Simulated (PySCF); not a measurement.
**Telling isomers of C$_{5}$H$_{10}$N$_{2}$Si$_{2}$ apart by NMR**

- NMR shieldings at PBE0/pcSseg-1/GIAO
- PBE0-D3(BJ)/def2-SVP structure
- code: PySCF
- single conformer, no relativistic terms, equivalent nuclei averaged, no solvent model

References, each an isolated molecule treated in the same way: TMS for ¹H, ¹³C. Where no couplings were computed, multiplicities follow the n + 1 count of equivalent neighbours, and m marks all less simple cases (inequivalent or close neighbours, rings, F or P nearby). Shifts are as computed. Against solution values, carbons near 30 ppm lie about +2 ppm off and those near 130 ppm about +5 ppm. Of 1309 compounds with measured shifts, 239 miss one by over three times the rms of a fit or turn the order of signals round; such compounds aren't used in these exercises. OH and NH positions are gas-phase values without hydrogen bonding to other molecules.

(1) Tabulate the signals of `N[Si@H]([SiH3])c1ccccn1`, `N[Si@@H]([SiH3])c1ccncc1` and their relative energies.

(2) What is the quickest way to tell N[Si@H]([SiH3])c1ccccn1 from N[Si@@H]([SiH3])c1ccncc1?

## Answers

(1) 
```tsv
SMILES	carbon types	δC	δH	E rel. (kcal/mol)
N[Si@H]([SiH3])c1ccccn1	1×C 4×CH	173.0, 155.3, 139.5, 135.8, 128.4	8.80 (d, 1H), 8.12 (d, 1H), 7.70 (m, 1H), 7.15 (m, 1H), 5.50 (q, 1H), 3.56 (d, 3H), 0.35 (br s, 2H)	0.3
N[Si@@H]([SiH3])c1ccncc1	1×C 4×CH	155.1, 149.8, 133.8	8.78 (d, 2H), 7.63 (d, 2H), 5.56 (q, 1H), 3.45 (d, 3H), 0.39 (br s, 2H)	0.0
```

Energies are electronic energies at PBE0/pcSseg-1 on these geometries, without zero-point or thermal terms, each for the one conformer computed, which needn't be the lowest.

(2) Count the carbon signals: 5 against 3. The first has a substituted aromatic carbon next to a ring nitrogen (C) at 173.0 ppm, the second a substituted aromatic carbon (C) at 149.8 ppm. Their most deshielded carbons lie at 173.0 and 155.1 ppm.
